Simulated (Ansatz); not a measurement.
Li5Te3, relaxed as a doublet with UKS PBE-D4/def2-SVP in Ansatz, starting from the GFN2-xTB geometry. Force threshold 0.02 eV/Å.

In the def2 sets Te takes a core potential; there is no spin–orbit coupling. The relaxation made no stability test and no search for a lower SCF solution. The structure comes from a short search, and lower isomers may exist.

Start:

```
atom    x (Å)    y (Å)    z (Å)
 Li1  -1.9205  -1.2857   1.0642
 Li2   0.0085   2.3350  -0.1680
 Li3   2.0499  -0.9007  -0.8328
 Li4  -0.5640  -0.2057  -1.2090
 Li5   0.4712  -0.0755   1.5187
 Te6  -1.9408   1.4016   1.4495
 Te7   0.3171  -2.6723   0.3053
 Te8   1.5785   1.4033  -2.1279
```

(1) Estimate the energy that the relaxation releases and the steps that it takes.

(2) Does the start keep its bonding?

(3) Predict the relaxed structure.

Answers

(1) 86.8 kJ/mol, in 10 steps; 39 s on 4 threads of Arm Neoverse V1 on a shared host. No frequencies were taken in this run, so the end may be a saddle point.

(2) Bonds formed: Li4–Te6, Li5–Te8 (atoms count from 1). Metal–metal contacts that move far: Li3–Li4 2.73 to 3.49 Å. The end is the same structure that another start reached, the lowest one found.

(3) 
```xyz
8

Li   -1.8091   -1.3461    1.3384
Li   -0.2313    2.5978   -0.2104
Li    2.3050   -1.4380   -1.3303
Li   -0.9011   -0.0678   -1.0946
Li    0.6051    0.2623    1.2801
Te   -1.9705    1.2172    1.1062
Te    0.3321   -2.2788    0.1070
Te    1.6698    1.0533   -1.1963
```
Bond lengths (bridged metal pairs left out): 12 × Li–Te 2.57 to 2.81 Å.
